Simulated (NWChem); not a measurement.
System: SiBrF, singlet; SMILES F[Si]Br

Low-valent species are run as closed-shell singlets; no triplet was tried in these runs. This build's default masses of Se (78.918 u) and Br (79.917 u) are each other's, which moves their modes by up to 0.6 %. B3LYP is NWChem's, with the RPA form of VWN correlation.

Task: Give the equilibrium geometry at B3LYP/6-31G* (spherical d) (NWChem) as a Z-matrix, with the point group.

Result: point group Cs; any orientation.
```
Si
F 1 1.6170
Br 1 2.2876 2 101.58
```
